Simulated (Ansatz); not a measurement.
The cluster AlRu₂⁺, relaxed as a triplet with UKS r2SCAN-D4/def2-TZVP in Ansatz, starting from the r2SCAN-D4/def2-TZVP geometry of the charge +1 singlet. Force threshold 0.02 eV/Å.

In the def2 sets Ru takes a core potential; there is no spin–orbit coupling. The charge 1 triplet is spin-contaminated (final ⟨S²⟩ up to 3.84, 2.00 for a pure state). The relaxation made no stability test and no search for a lower SCF solution. At r2SCAN-D4/def2-TZVP a quintet of charge 1 lies 0.39 eV below the triplet, each at its own geometry. That quintet is doubtful there (⟨S²⟩ 6.78, where a pure state has 6.00). The structure comes from a short search, and lower isomers may exist.

Start:

```xyz
3

Ru   -0.583    0.668   -0.855
Ru   -0.163   -1.285   -0.165
Al    0.746    0.617    1.021
```

| step | energy (eV) | largest force component (eV/Å) | SCF passes |
| --- | --- | --- | --- |
| 1 | -11754.6055 | 1.143 | 218 |
| 2 | -11754.7768 | 1.727 | 143 |
| 3 (rejected) | -11754.2926 | 2.019 | 51 |
| 4 | -11754.8364 | 0.558 | 37 |
| 5 | -11754.8709 | 0.341 | 36 |
| 6 | -11754.8817 | 0.037 | 34 |
| 7 (rejected) | -11754.8789 | 0.114 | 35 |
| 8 | -11754.8819 | 0.001 | 31 |

Force components are those of the run's own axes.

End:

```xyz
3

Ru   -0.588    0.734   -0.867
Ru   -0.165   -1.389   -0.163
Al    0.753    0.655    1.030
```

By distances, no bond broke or formed. The bond that changes most is Ru1–Ru2, from 2.11 to 2.28 Å (atoms count from 1).

No frequencies were taken in this run, so the end may be a saddle point.

Hardware: 4 threads of Arm Neoverse N1 on a shared host. Wall time 62 s.
